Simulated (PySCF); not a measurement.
# Electronic structure of Sc (scandium, neutral) at the UHF level

Configuration: [Ar] 4s2 4p1, 2P determinant (an excited configuration). Calculation: PySCF 2.14, in x2c-TZVPPall with one added diffuse shell each of s, p, d, f type (7s6p5d3f1g, 80 functions); the spin-free X2C one-electron Hamiltonian (Gaussian nucleus).

```
Total energy                                                  : -763.171755 hartree
One-electron energy                                           : -1040.6367 hartree
Hartree (Coulomb) energy                                      : 315.5969 hartree
Exchange energy                                               : -38.1320 hartree
⟨S²⟩                                                          : 0.8886
⟨L²⟩                                                          : 2.895
Sum of ⟨r⟩                                                    : 22.96 bohr
Sum of ⟨r²⟩                                                   : 63.17 bohr²
Traceless quadrupole moment −½Σ⟨3z² − r²⟩ along its main axis : -11.5 e·bohr²
Langevin diamagnetic susceptibility                           : -50.0 ×10⁻⁶ cm³/mol
```

| shell | electrons | mean orbital energy (eV) | spread (eV) | rms radius, mean of both spins (bohr) |
| --- | --- | --- | --- | --- |
| 1s α | 1 | -4545.4 | 0 | 0.0844 |
| 1s β | 1 | -4545.4 | 0 | 0.0844 |
| 2s β | 1 | -530.92 | 0 | 0.370 |
| 2s α | 1 | -530.90 | 0 | 0.370 |
| 2p α | 3 | -433.48 | 0.068 | 0.340 |
| 2p β | 3 | -433.47 | 0.020 | 0.340 |
| 3s β | 1 | -76.497 | 0 | 1.14 |
| 3s α | 1 | -76.395 | 0 | 1.14 |
| 3p β | 3 | -48.402 | 0.437 | 1.24 |
| 3p α | 3 | -48.247 | 0.146 | 1.24 |
| 4s α | 1 | -8.444 | 0 | 3.64 |
| 4s β | 1 | -7.413 | 0 | 3.64 |
| 4p α | 1 | -4.579 | 0 | 4.88 |

⟨S²⟩ = 0.89 against 0.75 shows spin contamination.

Densities and radii are taken from the X2C orbitals without a picture-change correction, which distorts them close to the nucleus.

Spin-orbit constants ζ (cm⁻¹) from the X2C one-electron operator on these orbitals: bare nucleus, nucleus screened by l(l+1)(2l+1)/3 electrons, and screened by the Breit-Pauli mean field of the electrons.

| shell | bare | screened nucleus | mean field |
| --- | --- | --- | --- |
| 2p | 26820 | 24260 | 23080 |
| 3p | 2865 | 2592 | 2448 |
| 4p | 140.2 | 126.9 | 118.8 |

To first order the Landé constant is A = 118.8 cm⁻¹, so the lowest level has J = 1/2 and lies 0.0147 eV below the centre of the term.
